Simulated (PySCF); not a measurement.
CH₃O (SMILES [CH2]O), doublet, geometry from GFN2-xTB. Base run: DF-PBE0/def2-SVP in PySCF.

PySCF was given this input:
```python
from pyscf import gto, scf, dft

mol = gto.M(
    atom='''
C     0.685555    0.025060   -0.033260
O    -0.671254   -0.121865   -0.005443
H    -1.098199    0.739235   -0.058755
H     1.128206    0.974578    0.202513
H     1.226693   -0.889257    0.099351
''',
    basis='def2-svp',
    charge=0,
    spin=1,
    verbose=5,
)

mf = dft.UKS(mol)
mf.xc = 'pbe0'
mf = mf.density_fit(auxbasis='def2-universal-jkfit')
mf.kernel()
mf.analyze()
```

The base run was repeated with changes; each row names its change, and settings that it needs were set with it.

```csv
change,basis functions,E (Eh),HOMO (eV),dipole (D)
base,43,-114.84122,-4.98,1.57
basis = STO-3G,13,-113.39661,-2.17,1.42
basis = 6-31+G*,42,-114.92760,-5.20,1.71
basis = cc-pVDZ,43,-114.93355,-4.87,1.49
basis = pc-1,43,-114.90667,-5.11,1.59
basis = 6-311G**,54,-114.96071,-5.01,1.57
basis = 6-311++G**,65,-114.96692,-5.28,1.64
"basis = 6-311+G(2d,p)",72,-114.96941,-5.26,1.57
basis = aug-cc-pVDZ,73,-114.94904,-5.25,1.48
basis = pcseg-2,102,-114.98000,-5.25,1.54
basis = cc-pVTZ,102,-114.97485,-5.13,1.48
basis = pc-2,102,-114.98274,-5.25,1.54
basis = def2-TZVPP,104,-114.98108,-5.21,1.50
```

Totals compare only among sets that treat the same electrons; sets with core potentials leave the core out.

Open shells are given as the SCF converged; they aren't shown to be the lowest states, and a large step between rows can be another state.
